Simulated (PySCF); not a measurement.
## SrSn⁻: one state, many levels of theory

State: ⁴Σ⁻ (quartet), unpaired electrons σ ↑, π ↑↑. Set-up: basis Sr def2-SVPD with ECP28, Sn def2-SVPD with ECP28; scalar-relativistic core potentials; PySCF 2.14. De refers to Sr + Sn⁻ in their high-spin ground configurations, without counterpoise correction. The functionals are run spin-unrestricted. A positive dipole points towards Sn; it is taken about the centre of mass and depends on that origin.

```
       Level  Re (Å)  ωe (cm⁻¹)  De (eV)  μ (D)
        ROHF   3.606       81.1      n/a   3.74
    ROHF-MP2   3.442       93.8     1.08    n/a
ROHF-SCS-MP2   3.460       92.4     1.04    n/a
         PBE   3.329        107     1.41   2.12
      r²SCAN   3.335        107     1.38   2.66
       TPSSh   3.343        105     1.36   2.67
       B3LYP   3.375        101     1.20   1.78
        PBE0   3.349        104     1.30   2.54
     r²SCAN0   3.356        104     1.30   2.74
```

Task: What does a quarter of exact exchange do here, going from PBE to PBE0?

Result: PBE0 less PBE: +2.0 pm in Re, -2.8 % in ωe, -0.11 eV in De. Exact exchange removes part of the self-interaction that spreads semilocal densities, and in most molecules shortens and stiffens the bond and lowers De; here Re and ωe go the other way.

Task: What does a quarter of exact exchange do here, going from r²SCAN to r²SCAN0?

Result: r²SCAN0 less r²SCAN: +2.1 pm in Re, -2.8 % in ωe, -0.08 eV in De. Exact exchange removes part of the self-interaction that spreads semilocal densities, and in most molecules shortens and stiffens the bond and lowers De; here Re and ωe go the other way.

Task: What does second-order correlation do here, going from ROHF to ROHF-MP2?

Result: ROHF-MP2 less ROHF: -16.4 pm in Re, +15.7 % in ωe. Correlation nearly always deepens the well. The bond shortens, as in weak, metallic or heavy-atom bonds, where dispersion and the correlation of outer-core electrons pull the atoms together.

Correlated steps freeze 4 core orbitals. Correlated levels converge slowly with the basis: in double zeta they bind strong bonds too weakly, by up to about 1 eV, and carry superposition errors of some tenths. Spin–orbit coupling is left out, which matters for elements this heavy, above all for dissociation energies. For an ion De counts to the pair picked by the measured ionisation energies or electron affinities, which need not be the lowest pair at this level. The highest Kohn–Sham level is positive in this anion. Much of that is self-interaction error, but it also means that the finite basis helps to hold the extra electron. The state was picked by a PBE0 search and need not be the measured ground state.

The whole job (state search and all levels along the bond) took about 3.4 min on 1 thread of Oxide Virtual Turin-like (shared host), peak memory 0.75 GiB.
